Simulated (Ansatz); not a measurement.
`O[SiH2]N[SiH](O)F` + CH₃OH → `OC[SiH2]O` + `N[SiH](O)F`  (formal exchange of groups at the Si–N bond)

Calculated with Ansatz (gas phase, PBE0-D4/def2-TZVP geometries, no zero-point term in ΔE). CCSD(T)/CBS adds triple-zeta CCSD(T) − MP2 to the extrapolated MP2 energy (def2 sets, frozen cores). This one scheme is used for every species. Functionals use def2-TZVPP. B3LYP here is the variant with VWN-RPA as its local correlation; programs differ in this. Each species was taken in one conformer, which may not be the lowest.

```tsv
level	ΔE (kcal/mol)	difference from CCSD(T)/CBS
PBE-D4	18.7	-2.8
r2SCAN-D4	20.4	-1.1
PBE0-D4	20.1	-1.4
B3LYP-D4	21.2	-0.3
ωB97X-V	20.7	-0.8
ωB97M-V	20.7	-0.8
B2PLYP	21.4	-0.1
PBE	18.3	-3.2
r2SCAN	20.3	-1.2
PBE0	19.6	-1.9
B3LYP	20.5	-1.0
HF/def2-TZVPP	24.2	2.7
MP2/def2-TZVPP	22.3	0.8
SCS-MP2/def2-TZVPP	22.6	1.1
CCSD/def2-TZVPP	22.0	0.5
CCSD(T)/def2-TZVPP	21.7	0.2
HF/def2-QZVPP	24.4	2.9
MP2/def2-QZVPP	22.3	0.8
SCS-MP2/def2-QZVPP	22.5	1.0
HF/CBS(def2)	24.4	2.9
MP2/CBS(def2)	22.1	0.6
CCSD/CBS(def2)	21.8	0.3
CCSD(T)/CBS	21.5	0
```

Largest T1 diagnostic among the species: 0.011.

The D4 term adds +0.7 kcal/mol with B3LYP and +0.5 kcal/mol with PBE0; it sums over pairs of atoms, weighted by their polarisabilities, and B3LYP, whose exchange is more repulsive, gets the larger term. From PBE to PBE0 (25 % exact exchange), in def2-TZVPP and without D4, ΔE moves by +1.4 kcal/mol. In def2-TZVPP, CCSD(T) changes the Hartree–Fock value by −2.5 kcal/mol (the triples alone add −0.3 kcal/mol) and MP2 by −1.9 kcal/mol.
